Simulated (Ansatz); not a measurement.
Job for Ansatz (a quantum-chemistry and plane-wave program): U-SVWN5/def2-TZVPP on Hg2+, 2S+1 = 2, a spin state set in the input, which need not be the lowest, a point of a bond scan (R = 2.810 Å). Charge +1. Elements past Kr take the def2 small-core potentials; no spin–orbit coupling.

Ansatz 0.2 input:
```yaml
crystal:
  periodic: [false, false, false]
  atoms:
    - {symbol: Hg, position_ang: [0.00000000, 0.00000000, 0.00000000]}
    - {symbol: Hg, position_ang: [0.00000000, 0.00000000, 2.80956200]}
basis:
  gaussian:
    orbitals: def2-TZVPP
    pivot_positions_ang: [[0.00000000, 0.00000000, 0.00000000], [0.00000000, 0.00000000, 2.80956200]]
hamiltonian:
  xc: {name: SVWN5}
total_charge: 1
magnetization: {spin_polarized: true, initial_magnetization: 1}
output: {forces: true, orbitals: {seedname: ./end}}
```

The head of its log:

```
WARN ansatz: RAYON_NUM_THREADS=1 ignored (pool sized by the plan → 1); use --threads N
Functional definition: SVWN5
integrals: 0.04 GiB planned
788 factors; their error is unknown
mean field: 0.38 GiB planned
mean field evaluation 1: about -8333.7804 eV, gradient 1.4e1 eV
mean field evaluation 2: about -8332.5831 eV, gradient 2.5e1 eV
```

Give the final energy of this run.

-306.2828 hartree.
